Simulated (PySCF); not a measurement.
Isomers of C7H12O2Si.

All values: PBE0/pcSseg-1 (PySCF) at GFN2-xTB geometries, gas phase, one conformer each.

Problem. Rank by LUMO energy, highest first.
A. `[CH2:1]=[CH:2][C@:3]([CH:4]=[O:5])([CH2:6][SiH3:7])[C:8]([CH3:9])=[O:10]` with C1–C2–C3–C4 -77°, C2–C3–C4–O5 -95°, C2–C3–C6–Si7 74°, C2–C3–C8–C9 70°
B. `[CH3:1][O:2][C:3]1=[CH:4][C@@H:5]([C:6]([CH3:7])=[O:8])[SiH2:9][CH2:10]1` with C1–O2–C3–C4 1°, C4–C5–C6–C7 29°
C. `[CH3:1][CH2:2][O:3][C:4]1=[CH:5][C:6](=[O:7])[Si@H:8]1[CH2:9][CH3:10]` with C1–C2–O3–C4 180°, C2–O3–C4–C5 0°, C6–Si8–C9–C10 150°
D. `[CH2:1]=[C:2]1[CH2:3][O:4][C@@H:5]([C:6]([CH3:7])=[O:8])[CH2:9][SiH2:10]1` with O4–C5–C6–C7 22°, C1–C2–C3–O4 134°, C2–C3–O4–C5 69°, C3–O4–C5–C6 163°, O4–C5–C9–Si10 58°

Solution. B (-0.25 eV), D (-0.53 eV), C (-0.81 eV), A (-1.33 eV).

Problem. Rank by the lowest Hirshfeld charge on any atom, highest value first.
A. `[CH3:1][O:2][C:3]1=[CH:4][C@@H:5]([C:6]([CH3:7])=[O:8])[SiH2:9][CH2:10]1` with C1–O2–C3–C4 1°, C4–C5–C6–C7 29°
B. `[CH3:1][O:2][SiH2:3][CH2:4][C:5](=[C:6]=[O:7])[CH:8]1[CH2:9][CH2:10]1` with C1–O2–Si3–C4 -61°, O2–Si3–C4–C5 -175°, Si3–C4–C5–C6 -113°, C4–C5–C8–C9 -110°
C. `[CH3:1][CH2:2][O:3][C:4]1=[CH:5][C:6](=[O:7])[Si@H:8]1[CH2:9][CH3:10]` with C1–C2–O3–C4 180°, C2–O3–C4–C5 0°, C6–Si8–C9–C10 150°
D. `[CH2:1]=[C:2]1[CH2:3][O:4][C@@H:5]([C:6]([CH3:7])=[O:8])[CH2:9][SiH2:10]1` with O4–C5–C6–C7 22°, C1–C2–C3–O4 134°, C2–C3–O4–C5 69°, C3–O4–C5–C6 163°, O4–C5–C9–Si10 58°

Solution. B (-0.229 e), D (-0.240 e), A (-0.258 e), C (-0.271 e).

Problem. Rank by the highest Hirshfeld charge on any atom, highest value first.
A. `[CH2:1]=[C:2]1[CH2:3][O:4][C@@H:5]([C:6]([CH3:7])=[O:8])[CH2:9][SiH2:10]1` with O4–C5–C6–C7 22°, C1–C2–C3–O4 134°, C2–C3–O4–C5 69°, C3–O4–C5–C6 163°, O4–C5–C9–Si10 58°
B. `[CH3:1][CH2:2][O:3][C:4]1=[CH:5][C:6](=[O:7])[Si@H:8]1[CH2:9][CH3:10]` with C1–C2–O3–C4 180°, C2–O3–C4–C5 0°, C6–Si8–C9–C10 150°
C. `[CH3:1][O:2][C:3]1=[CH:4][C@@H:5]([C:6]([CH3:7])=[O:8])[SiH2:9][CH2:10]1` with C1–O2–C3–C4 1°, C4–C5–C6–C7 29°
D. `[CH3:1][O:2][SiH2:3][CH2:4][C:5](=[C:6]=[O:7])[CH:8]1[CH2:9][CH2:10]1` with C1–O2–Si3–C4 -61°, O2–Si3–C4–C5 -175°, Si3–C4–C5–C6 -113°, C4–C5–C8–C9 -110°
E. `[CH2:1]=[CH:2][C@:3]([CH:4]=[O:5])([CH2:6][SiH3:7])[C:8]([CH3:9])=[O:10]` with C1–C2–C3–C4 -77°, C2–C3–C4–O5 -95°, C2–C3–C6–Si7 74°, C2–C3–C8–C9 70°

Solution. D (+0.393 e), C (+0.368 e), B (+0.353 e), A (+0.338 e), E (+0.278 e).

All values together:

```tsv
SMILES	μ (D)	HOMO (eV)	LUMO (eV)	lowest IAO charge (e)	highest IAO charge (e)	lowest Hirshfeld charge (e)	highest Hirshfeld charge (e)
C=C1CO[C@@H](C(C)=O)C[SiH2]1	2.92	-7.06	-0.53	-0.552 (C)	+0.748 (Si)	-0.240 (O)	+0.338 (Si)
COC1=C[C@@H](C(C)=O)[SiH2]C1	3.54	-6.47	-0.25	-0.560 (C)	+0.771 (Si)	-0.258 (O)	+0.368 (Si)
CO[SiH2]CC(=C=O)C1CC1	1.36	-6.04	-0.90	-0.636 (O)	+1.009 (Si)	-0.229 (O)	+0.393 (Si)
CCOC1=CC(=O)[Si@H]1CC	4.55	-6.20	-0.81	-0.533 (C)	+0.796 (Si)	-0.271 (O)	+0.353 (Si)
C=C[C@](C=O)(C[SiH3])C(C)=O	3.43	-7.36	-1.33	-0.534 (C)	+0.612 (Si)	-0.220 (O)	+0.278 (Si)
```

Conformers: `[CH2:1]=[C:2]1[CH2:3][O:4][C@@H:5]([C:6]([CH3:7])=[O:8])[CH2:9][SiH2:10]1` with O4–C5–C6–C7 22°, C1–C2–C3–O4 134°, C2–C3–O4–C5 69°, C3–O4–C5–C6 163°, O4–C5–C9–Si10 58°; `[CH3:1][O:2][C:3]1=[CH:4][C@@H:5]([C:6]([CH3:7])=[O:8])[SiH2:9][CH2:10]1` with C1–O2–C3–C4 1°, C4–C5–C6–C7 29°; `[CH3:1][O:2][SiH2:3][CH2:4][C:5](=[C:6]=[O:7])[CH:8]1[CH2:9][CH2:10]1` with C1–O2–Si3–C4 -61°, O2–Si3–C4–C5 -175°, Si3–C4–C5–C6 -113°, C4–C5–C8–C9 -110°; `[CH3:1][CH2:2][O:3][C:4]1=[CH:5][C:6](=[O:7])[Si@H:8]1[CH2:9][CH3:10]` with C1–C2–O3–C4 180°, C2–O3–C4–C5 0°, C6–Si8–C9–C10 150°; `[CH2:1]=[CH:2][C@:3]([CH:4]=[O:5])([CH2:6][SiH3:7])[C:8]([CH3:9])=[O:10]` with C1–C2–C3–C4 -77°, C2–C3–C4–O5 -95°, C2–C3–C6–Si7 74°, C2–C3–C8–C9 70°.
